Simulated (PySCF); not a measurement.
Steps of a relaxation of [Eu(NH3)3]3+

[Eu(NH3)3]3+ (singlet in the valence; each metal's 4f electrons, 6 of them, lie in its core potential, out of spins and levels; a saddle point, relaxed within its symmetry). PySCF 2.14.0, RKS PBE0, Eu lcecp-1-SVP with ECP52, N def2-SVP, H def2-SVP; non-relativistic Hamiltonian with scalar-relativistic core potentials where named; density fitting; no spin-orbit coupling. Origin of the start: template. Columns: position (Å) and force (eV/Å). Energies are counted from the last step; some of the 7 steps are shown. Forces carry noise of the integration grid, about 0.01 to 0.03 eV/Å.

Run from Python with OMP_NUM_THREADS=2. Where DIIS fails, smearing, a level shift and second-order steps follow.
It took 34 s on 2 threads of AMD EPYC 9B14 (Zen 4), on a shared host, from the converged density of the start.

```xyz
13
step 0  E = 0.176 eV
Eu    0.0000    0.0000    0.0000     0.00    0.00    0.00
N     2.5450    0.0000    0.0000    -1.83    0.03    0.00
H     2.9430   -0.4696    0.8133     0.44   -0.23    0.38
H     2.9430   -0.4696   -0.8133     0.44   -0.23   -0.38
H     2.9430    0.9392    0.0000     0.43    0.43    0.00
N    -1.2725    2.2040    0.0000     0.89   -1.60    0.00
H    -1.0648    2.7835    0.8133    -0.02    0.49    0.38
H    -1.0648    2.7835   -0.8133    -0.02    0.49   -0.38
H    -2.2849    2.0791    0.0000    -0.59    0.16    0.00
N    -1.2725   -2.2040    0.0000     0.94    1.57    0.00
H    -1.8782   -2.3139    0.8133    -0.42   -0.27    0.38
H    -1.8782   -2.3139   -0.8133    -0.42   -0.27   -0.38
H    -0.6581   -3.0183    0.0000     0.16   -0.58    0.00
```

```xyz
13
step 2  E = 0.013 eV
Eu    0.0000    0.0000    0.0000     0.00    0.00    0.00
N     2.4773    0.0008    0.0000     0.06    0.00    0.00
H     2.9340   -0.4678    0.8085    -0.10    0.05   -0.08
H     2.9340   -0.4678   -0.8085    -0.10    0.05    0.08
H     2.9336    0.9349    0.0000    -0.10   -0.09    0.00
N    -1.2394    2.1450    0.0000    -0.03    0.06    0.00
H    -1.0618    2.7748    0.8085     0.01   -0.11   -0.08
H    -1.0618    2.7748   -0.8085     0.01   -0.11    0.08
H    -2.2765    2.0731    0.0000     0.13   -0.04    0.00
N    -1.2380   -2.1458    0.0000    -0.03   -0.05    0.00
H    -1.8721   -2.3070    0.8085     0.09    0.06   -0.08
H    -1.8721   -2.3070   -0.8085     0.09    0.06    0.08
H    -0.6572   -3.0080    0.0000    -0.03    0.13    0.00
```

```xyz
13
step 4  E = 0.000 eV
Eu    0.0000    0.0000    0.0000     0.00    0.00    0.00
N     2.4486    0.0009    0.0000     0.01    0.00    0.00
H     2.9009   -0.4668    0.8071    -0.01   -0.01    0.02
H     2.9009   -0.4668   -0.8071    -0.01   -0.01   -0.02
H     2.9011    0.9330    0.0000    -0.01    0.03    0.00
N    -1.2250    2.1201    0.0000    -0.01    0.01    0.00
H    -1.0462    2.7456    0.8071     0.02    0.00    0.02
H    -1.0462    2.7456   -0.8071     0.02    0.00   -0.02
H    -2.2585    2.0459    0.0000    -0.02   -0.02    0.00
N    -1.2235   -2.1210    0.0000     0.00   -0.01    0.00
H    -1.8547   -2.2788    0.8071    -0.01    0.01    0.02
H    -1.8547   -2.2788   -0.8071    -0.01    0.01   -0.02
H    -0.6426   -2.9789    0.0000     0.03   -0.01    0.00
```

**Question.** Where does the relaxation end?

**Answer.** It converges at step 6 in C3h:
```xyz
13
step 6  E = 0
Eu    0.0000    0.0000    0.0000
N     2.4479    0.0010    0.0000
H     2.8979   -0.4676    0.8083
H     2.8979   -0.4676   -0.8083
H     2.8982    0.9345    0.0000
N    -1.2248    2.1195    0.0000
H    -1.0440    2.7435    0.8083
H    -1.0440    2.7435   -0.8083
H    -2.2585    2.0427    0.0000
N    -1.2231   -2.1204    0.0000
H    -1.8539   -2.2759    0.8083
H    -1.8539   -2.2759   -0.8083
H    -0.6398   -2.9772    0.0000
```

**Question.** How did the contacts change?

**Answer.** 
```
      contact  start (Å)  end (Å)
 Eu1–N2 (NH3)      2.545    2.448
 Eu1–N6 (NH3)      2.545    2.448
Eu1–N10 (NH3)      2.545    2.448
```


An lcecp potential fixes the number of 4f electrons, so in runs with it no electron can move into or out of that shell.
